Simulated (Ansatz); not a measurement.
This geometry of FGeH3O (6 atoms, charge 0, multiplicity 1) is a first-order saddle point.

These are results of Ansatz 0.2.0, RKS PBE-D4/def2-SVP, not measurements.

```xyz
6
Properties=species:S:1:pos:R:3
Ge 0.232 -0.059 -0.396
F 0.869 0.013 1.553
H 1.611 0.109 0.452
O -0.781 1.404 -0.621
H -1.734 1.198 -0.553
H -0.776 -1.272 -0.388
```

Task: Which two structures does it join? (They come from a converged band through this point; their orientation in space is the band's.)

Result: Bonds broken: Ge1–F2, Ge1–H3. Bonds formed: F2–H3. FGeH3O becomes FH + GeH2O.

First end point:

```xyz
6
Properties=species:S:1:pos:R:3
Ge 0.232 -0.055 0.039
F 0.161 0.047 1.797
H 1.699 0.122 -0.396
O -0.628 1.355 -0.635
H -1.584 1.321 -0.442
H -0.459 -1.398 -0.316
```

Last end point:

```xyz
6
Properties=species:S:1:pos:R:3
Ge 0.083 -0.249 -0.878
F 1.101 0.004 1.389
H 1.872 0.327 0.958
O -0.854 1.308 -0.826
H -1.719 1.197 -0.389
H -1.062 -1.194 -0.207
```

Task: How far does it lie above each of them?

Result: 51.0 kcal/mol above the first and 16.1 kcal/mol above the second. This is the barrier of this one path; another mechanism may lie lower. The orbitals stay closed-shell, which can raise the energy where a bond breaks towards radicals; this wasn't checked here.

Run time: 73 s on 1 thread of Arm Neoverse V2, on a shared host, peak memory 0.14 GiB.
